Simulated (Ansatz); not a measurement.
Reaction (hydrogenolysis of the Si–Si bond): `N[Si](F)([SiH3])S` + H₂ → `N[SiH](F)S` + SiH₄

Gas-phase electronic energies from Ansatz, PBE0-D4/def2-TZVP geometries. CCSD(T)/CBS adds triple-zeta CCSD(T) − MP2 to the extrapolated MP2 energy (def2 sets, frozen cores). This one scheme is used for every species. DFT in def2-TZVPP. Each species was taken in one conformer, which may not be the lowest.

```tsv
level	ΔE (eV)
ωB97X-V	-0.30
HF/CBS(def2)	-0.65
```

(1) What does CCSD(T)/CBS give? (Best estimate.)

Largest T1 diagnostic among the species: 0.012.

Results:

(1) Ansatz gave: -0.28 eV. The listed levels differ from it by -0.02, -0.37 eV.

The D4 term adds +0.14 eV with B3LYP and +0.08 eV with PBE0; it sums over pairs of atoms, weighted by their polarisabilities, and B3LYP, whose exchange is more repulsive, gets the larger term. From PBE to PBE0 (25 % exact exchange), in def2-TZVPP and without D4, ΔE moves by −0.07 eV.

B3LYP here is the variant with VWN-RPA as its local correlation; programs differ in this.
